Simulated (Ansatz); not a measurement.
System: H5Si2OF, charge 0, singlet. H5Si2OF (fluoro(silyloxy)silane, SMILES [SiH3]O[SiH2]F).
B3LYP-D3(BJ)/def2-TZVP minimum from Ansatz (a first-principles code):
```
O
Si 1 1.6188
F 2 1.6008 1 109.56
Si 1 1.6440 2 150.38 3 64.55
H 2 1.4711 3 107.69 1 -118.21
H 2 1.4746 5 113.19 3 118.08
H 4 1.4774 1 108.10 2 152.26
H 4 1.4783 7 109.95 1 -119.54
H 4 1.4810 7 109.79 8 -120.68
```

Total energies in cc-pV(D+d)Z, 26 correlated electrons, 12 frozen orbitals. Radicals and triplets start from unrestricted determinants; spin-orbit coupling is neglected. Correlated methods leave the cores frozen. No relativity.

```json
[
 {"method": "HF", "program": "Ansatz", "energy (Eh)": "-755.24262", "minus CCSDT(Q) (mEh)": "622.31"},
 {"method": "MP2", "program": "Ansatz", "energy (Eh)": "-755.81020", "minus CCSDT(Q) (mEh)": "54.73"},
 {"method": "CCSD", "program": "Ansatz", "energy (Eh)": "-755.85136", "minus CCSDT(Q) (mEh)": "13.57"},
 {"method": "CCSD(T)", "program": "Ansatz", "energy (Eh)": "-755.86278", "minus CCSDT(Q) (mEh)": "2.15"},
 {"method": "CCSDT(Q)", "program": "Ansatz", "energy (Eh)": "-755.86493", "minus CCSDT(Q) (mEh)": "0.00"}
]
```

Rough core times of Ansatz's runs on a shared machine: CCSD(T) under 20 s, CCSDT(Q) 40 min.
